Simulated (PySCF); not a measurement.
Geometry (Å), atoms numbered from 1 in this order:
```xyz
23

C    -0.4420    2.8183    1.0228
C    -0.0917    1.6615    0.9475
C     0.3442    0.2698    0.8396
C     1.7921    0.1142    0.3456
C     2.1626   -1.3677    0.2189
Al    0.4573   -2.3686   -0.0984
N    -0.5756   -0.5520   -0.0055
C    -0.7164   -0.0133   -1.3652
C    -1.8938   -0.6925    0.6213
H    -0.7458    3.8460    1.1036
H     0.2877   -0.1846    1.8454
H     1.8873    0.6375   -0.6197
H     2.4353    0.6752    1.0440
H     2.9295   -1.5037   -0.5598
H     2.6171   -1.7235    1.1596
H    -0.1482   -3.1478    1.1734
H     0.0771   -2.9344   -1.5529
H    -1.3690   -0.6795   -1.9433
H    -1.1439    1.0027   -1.3433
H     0.2599    0.0165   -1.8651
H    -1.7785   -1.1210    1.6255
H    -2.4036    0.2831    0.6926
H    -2.5078   -1.3791    0.0224
```

Geometry: PBE0-D3(BJ)/def2-SVP; GIAO shifts from PySCF 2.14, gas phase, non-relativistic, averaged over equivalent atoms.

At HF/pcSseg-1 (230 basis functions, 29 s wall time on 1 thread of an Arm Neoverse V1, shared host):
| atoms | δ (ppm) |
| --- | --- |
| C1 | 86.1 |
| C2 | 80.6 |
| C3 | 52.2 |
| C9 | 42.1 |
| C8 | 35.0 |
| C4 | 29.4 |
| C5 | -2.5 |
| Al6 | 81.1 |
| N7 | 27.6 |
| H17 | 3.74 |
| H16 | 3.67 |
| H10 | 2.86 |
| H11 | 2.69 |
| H21/H22/H23 | 2.42 |
| H18/H19/H20 | 2.19 |
| H13 | 1.96 |
| H12 | 1.43 |
| H15 | 0.00 |
| H14 | -0.08 |

Shifts are taken against calculated references (same method and geometry level): TMS for 13C (190.85 ppm), 1H (31.69 ppm); 27Al (516.24 ppm) vs AlH4-; 15N (265.72 ppm) against NH3.

Problem. Estimate the result of repeating the calculation with PBE0/pcSseg-1.

Solution. 
```tsv
atoms	δ at PBE0/pcSseg-1	change
C1	83.6	-2.5
C2	82.4	+1.8
C3	61.7	+9.5
C9	46.6	+4.5
C8	38.3	+3.3
C4	34.2	+4.8
C5	-0.6	+1.9
Al6	102.0	+20.9
N7	53.3	+25.7
H17	4.16	+0.42
H16	4.12	+0.45
H10	2.36	-0.50
H11	3.16	+0.47
H21/H22/H23	2.52	+0.10
H18/H19/H20	2.27	+0.08
H13	2.22	+0.26
H12	1.72	+0.29
H15	0.24	+0.24
H14	0.14	+0.22
```

References, each an isolated molecule treated in the same way: 13C (184.41 ppm), 1H (31.27 ppm) against TMS; 27Al (489.28 ppm) against AlH4-; NH3 for 15N (265.67 ppm).

The largest change is at N7 (donor nitrogen of a Lewis adduct). Cost: 230 basis functions, 55 s wall time on 1 thread of an Arm Neoverse V1, shared host. The order of the carbon signals is the same at both levels.

Experimental scales use liquid or dissolved standards, which lie at an offset from isolated NH3 (liquid NH3: subtract about 20 ppm).
